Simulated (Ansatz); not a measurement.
Cost and result up the ladder for Mo₃Se₅ (8 atoms). The state is a singlet with charge 0. Geometry: PBE-D4/def2-SVP.

Cartesian coordinates in Å:
```
Mo 0.019 -1.164 1.143
Mo 1.541 -0.409 -0.349
Mo -0.812 0.958 -0.344
Se -2.501 1.661 -1.707
Se 2.164 -2.443 0.970
Se 1.374 2.043 -0.497
Se -1.230 0.751 2.056
Se -0.555 -1.396 -1.273
```

Ansatz on 6 threads of Intel Xeon on a shared host. Times are rough, and most runs start from the orbitals of an earlier one. No level here is sound enough to serve as a yardstick. Binding counts from free atoms at the same level (Mo septet, Se triplet; other spins of the atoms weren't run), without zero-point energy or a counterpoise term.

In the def2 sets Mo takes a core potential; there is no spin–orbit coupling. B3LYP takes the VWN-RPA correlation. No other spin state of charge 0 was run. The structure comes from a short search, and lower isomers may exist.

Run but left out: HF/STO-3G (restricted singlet, unstable in another Hartree–Fock run and untested here); MP2/def2-SVP (restricted singlet, unstable towards broken spin symmetry).

| level | functions | wall time | binding energy per atom (eV) | remarks |
| --- | --- | --- | --- | --- |
| PBE-D4/def2-SVP | 253 | 9.5 s | 4.02 | restricted SCF unstable in HF |
| PBE-D4/def2-TZVP (with forces) | 360 | 20 s | 4.01 | restricted SCF unstable in HF |
| PBE0-D4/def2-SVP | 253 | 23 s | 3.47 | restricted SCF unstable in HF |
| r2SCAN-D4/def2-TZVP | 360 | 35 s | 3.59 | restricted SCF unstable in HF |
| B3LYP-D4/def2-TZVP | 360 | 49 s | 3.58 | restricted SCF unstable in HF |
| PBE0-D4/def2-TZVP | 360 | 54 s | 3.48 | restricted SCF unstable in HF |
